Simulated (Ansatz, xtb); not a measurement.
**C3H7BGeN2: which of two isomers lies lower**

Structure I is `Bn1ncc[c]1[GeH3]`, a singlet and structure II is `Bn1cc[c]([GeH3])n1`, a singlet. Both are isolated molecules in the gas phase, relaxed with PBE0-D3(BJ)/def2-SVP; the shapes shown needn't be the lowest conformers.

I (Å):

| atom | x (Å) | y (Å) | z (Å) |
| --- | --- | --- | --- |
| C | 0.1234 | -1.6888 | -2.1799 |
| C | 0.3780 | -2.1539 | -0.8536 |
| C | 0.0724 | -1.0938 | -0.0400 |
| B | -0.7634 | 1.2428 | -0.5169 |
| Ge | 0.1714 | -0.9787 | 1.8957 |
| N | -0.3405 | -0.0670 | -0.8822 |
| N | -0.3016 | -0.4531 | -2.1881 |
| H | -0.7723 | 1.5155 | 0.6565 |
| H | -1.0877 | 2.0060 | -1.3829 |
| H | 0.2428 | -2.2325 | -3.1179 |
| H | 0.7366 | -3.1350 | -0.5493 |
| H | 1.1539 | 0.1239 | 2.3192 |
| H | 0.6745 | -2.3484 | 2.3771 |
| H | -1.2160 | -0.6876 | 2.4881 |

II (Å):

```yaml
atoms:
  - { symbol: C, position_ang: [-0.5233, -1.3735, -1.5641] }
  - { symbol: C, position_ang: [-0.2894, -2.0323, -0.3946] }
  - { symbol: C, position_ang: [0.0703, -0.9999, 0.5384] }
  - { symbol: B, position_ang: [-0.4411, 1.0424, -2.2645] }
  - { symbol: Ge, position_ang: [0.5671, -1.1529, 2.4124] }
  - { symbol: N, position_ang: [-0.3137, -0.0290, -1.3328] }
  - { symbol: N, position_ang: [0.0497, 0.1819, -0.0369] }
  - { symbol: H, position_ang: [-0.2199, 2.1588, -1.8867] }
  - { symbol: H, position_ang: [-0.7672, 0.7553, -3.3879] }
  - { symbol: H, position_ang: [-0.8231, -1.7266, -2.5484] }
  - { symbol: H, position_ang: [-0.3618, -3.1017, -0.2099] }
  - { symbol: H, position_ang: [-0.4022, -2.1248, 3.1095] }
  - { symbol: H, position_ang: [1.9928, -1.7230, 2.5212] }
  - { symbol: H, position_ang: [0.4999, 0.2332, 3.0626] }
```

Energies in hartree; the thermal terms are from GFN2-xTB frequencies at re-optimised GFN2-xTB minima (ideal gas, soft modes damped towards free rotors, one conformer each, 298.15 K, 1 atm) and include the zero-point energy:

```
                               I            II
E, CCSD(T)/def2-SVP  −2327.275980  −2327.274028
    E, MP2/def2-SVP  −2327.193371  −2327.191362
  E, MP2/def2-TZVPP  −2327.940096  −2327.937713
  zero-point energy      0.092583      0.092319
       H(298 K) − E      0.101454      0.101444
       G(298 K) − E      0.059820      0.058890
```

Problem. Correct the CCSD(T) difference for the basis set by the MP2 change, then work out ΔE, ΔE₀, ΔH and ΔG for I → II in kJ/mol (1 Eh = 2625.50 kJ/mol) and the equilibrium ratio [II]/[I].

Solution. 1. Differences II − I: CCSD(T) +0.001952, MP2 in the small set +0.002009, MP2 in the large set +0.002383 Eh.
2. ΔE = +0.001952 + (+0.002383 − (+0.002009)) = +0.002326 Eh = +6.11 kJ/mol.
3. ΔE₀ = ΔE + ΔZPE = +0.002326 + (−0.000264) Eh = +5.41 kJ/mol.
4. ΔH = ΔE + (−0.000010) Eh = +6.08 kJ/mol.
5. ΔG = ΔE + (−0.000930) Eh = +3.67 kJ/mol, so ΔS = (ΔH − ΔG)/T = +8.1 J/(mol K).
6. kT = 0.9442 mEh, so K = [II]/[I] = exp(−ΔG/kT) = exp(−1.48) ≈ 0.23.

The two are too close for this level to say which is favoured. An error of 4 kJ/mol in ΔG would change K by a factor of 5. Mirror images and further conformers aren't counted.

As drawn, both hold the same kinds of bond in the same numbers.

Other levels gave ΔE = −0.3 (GFN2-xTB); −1.2 (HF/STO-3G, GFN2-xTB geometries); +5.8 (r2SCAN-D4/def2-SVP, GFN2-xTB geometries); +5.4 (PBE0-D3(BJ)/def2-SVP); +1.4 (HF/def2-SVP); +5.3 (MP2/def2-SVP); +5.1 (CCSD(T)/def2-SVP) kJ/mol. The correlated steps freeze 15 core orbitals; the filled d shell of Ge is correlated, in a basis made for valence electrons. Programs: Ansatz 0.2.0, xtb 6.7.1.
